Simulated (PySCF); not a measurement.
# How methods differ on the ionisation energy of W(55+)

W(55+) [Ar] 3d1 (2D) → W(56+) [Ar] (1S), as a difference of total energies. All numbers are calculated (PySCF 2.14, scalar relativity by spin-free X2C-1e, in an even-tempered Gaussian basis (17 s from 14 bohr⁻², ratio 2.5; 12 p from 18 bohr⁻², ratio 2.5; 7 d from 18 bohr⁻², ratio 2.5; 4 f from 62 bohr⁻², ratio 2.7; 3 g from 93 bohr⁻², ratio 2.7)). Correlated levels: outer shells: [Ne] frozen; virtual orbitals above 40 to 60 times the deepest correlated orbital energy dropped. The calculations carry no spin-orbit coupling.

```json
{"method": "UHF", "ionisation energy (eV)": "5297.6"}
{"method": "LDA", "ionisation energy (eV)": "5298.0"}
{"method": "PBE", "ionisation energy (eV)": "5299.6"}
{"method": "PBE0", "ionisation energy (eV)": "5299.5"}
{"method": "r2SCAN", "ionisation energy (eV)": "5300.5"}
{"method": "BLYP", "ionisation energy (eV)": "5300.4"}
{"method": "B2PLYP", "ionisation energy (eV)": "5299.2"}
{"method": "MP2 (outer shells)", "ionisation energy (eV)": "5297.3"}
{"method": "SCS-MP2 (outer shells)", "ionisation energy (eV)": "5297.3"}
```

A first-order spin-orbit estimate (lowest level to lowest level, LS coupling) adds 46.073 eV.

Breit and QED terms and the two-electron picture change are absent.

First order in ζ underestimates the shift of j = l − 1/2 levels at high Z.

For comparison: 5348 ± 4 eV (semi-empirical (NIST evaluation); NIST Atomic Spectra Database, ionization energies).
